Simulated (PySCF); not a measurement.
Computed shifts of a molecule C3H6OSi, PBE0/pcSseg-1 (PySCF), GIAO, gas phase, atoms alike by connectivity averaged where their shifts nearly agree, in ppm (number of nuclei): ¹³C: 244.8 (1), 64.0 (1), 2.2 (1). ²⁹Si: -10.1 (1). ¹H: 5.63 (2), 3.53 (2), 1.66 (2). References: ¹⁷O against H2O (σ = 334.2 ppm); ¹³C against TMS (σ = 186.3 ppm); ²⁹Si against TMS (σ = 352.7 ppm); ¹H against TMS (σ = 31.56 ppm), references at their B3LYP-D3(BJ)/def2-TZVP geometries, non-relativistic. Geometry: ωB97X-D3(BJ)/def2-SVP. The values are those of a single conformer.

**Question.** Which molecule gave these data?
(A) C1=C[SiH2]CO1
(B) C[Si@H]1C=CO1
(C) C#C[SiH2]OC
(D) O=C1CC[SiH2]1

**Answer.** D, O=C1CC[SiH2]1
